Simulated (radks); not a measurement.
Mg+, configuration [Ne] 3s1. Calculated with a radial shooting solver on a logarithmic mesh with Libxc functionals: Dirac Kohn-Sham, exchange-only PBE, spin-unpolarised, spherical densities, finite nucleus; Fermi nuclear charge, rms radius 3.057 fm. Some entries of the table are withheld. Estimate them.

| orbital | occ. | eigenvalue (hartree) | <r> (bohr) |
|---|---|---|---|
| 1s1/2 | 2 | -46.60873 | 0.1306 |
| 2s1/2 | 2 | (1) | (2) |
| 2p1/2 | 2 | (3) | (4) |
| 2p3/2 | 4 | (5) | (6) |
| 3s1/2 | 1 | (7) | 2.818 |

Answer. 
(1) 2s1/2 eigenvalue (hartree): -3.21843
(2) 2s1/2 <r> (bohr): 0.6976
(3) 2p1/2 eigenvalue (hartree): -2.00894
(4) 2p1/2 <r> (bohr): 0.6878
(5) 2p3/2 eigenvalue (hartree): -1.99830
(6) 2p3/2 <r> (bohr): 0.6901
(7) 3s1/2 eigenvalue (hartree): -0.39807
